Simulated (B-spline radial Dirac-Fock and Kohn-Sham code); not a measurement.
Kohn-Sham estimates against Dirac-Fock for the levels of Hg

System: neutral mercury in the configuration [Xe] 4f14 5d10 6s1 6p1 (not the ground configuration).

The density-functional columns are spherical, spin-unpolarised Dirac-Kohn-Sham results without Breit or QED terms: −ε is minus the orbital energy of the initial state and ΔSCF the difference of two total energies. The reference in the last column comes from ΔSCF Dirac-Fock with Breit, self-energy and vacuum polarisation, finite nucleus, configuration average. All numbers are from a radial B-spline solver, in eV; a selection of levels is shown. The Kohn-Sham columns are given as differences from the reference. For the 1s level of heavy atoms much of the gap between ΔSCF and the reference is the Breit and QED part, -454.1 eV here; for other levels the error of the functional can be larger.

```
level  LDA −ε − DF  LDA ΔSCF − DF  Dirac-Fock
    K       -174.3         +443.5     83106.6
   L1       -168.1          -54.8     14858.8
   L2       -113.7          +33.6     14218.1
   L3       -133.6          -11.1     12292.6
   M1        -91.7          -59.5      3578.8
   M2        -72.2          -37.3      3293.4
   M3        -71.8          -40.9      2862.2
   M4        -49.2          -11.5      2395.8
   M5        -50.9          -14.6      2305.0
   N1        -50.4          -36.5       818.0
   N2        -42.0          -28.1       695.4
   N3        -41.6          -28.6       590.7
   N4        -28.8          -16.0       390.4
   N5        -28.7          -16.1       370.9
   N6        -10.4           +1.8       110.9
   N7        -10.5           +1.5       106.9
   O2        -11.0           -4.1       93.46
   O3        -11.4           -4.9       75.38
   O4         -3.7           +1.8       17.03
   O5         -3.8           +1.6       15.20
   P1         -2.0           +1.7       10.68
 P2,3         -1.8           +0.8        4.12
```

Values without a named source are computed, but for edge energies of neutral atoms, which are taken from tables.
